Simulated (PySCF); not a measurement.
C3H4F2Si, SMILES FC(F)C#C[SiH3].

Geometry: PBE-D3(BJ)/def2-SVP. The structure was generated by enumeration, and PubChem lists no compound with its InChIKey, so it may never have been made.

The numbers are results of PySCF with HF/def2-TZVP, not measurements.

Computed frontier levels, gap, dipole moment and polarisability:
```yaml
highest_occupied_level: -11.33 eV
lowest_empty_level: 2.77 eV
orbital_gap: 14.10 eV
dipole_moment: 2.26 D
quadrupole, principal values (traceless, Buckingham form, about the centre of nuclear charge): -4.28, -3.92, 8.20 D·Å
mean_static_polarisability: 59.0 bohr³ (8.74 Å³)
polarisability_principal_values: 46.4, 47.4, 83.2 bohr³
```
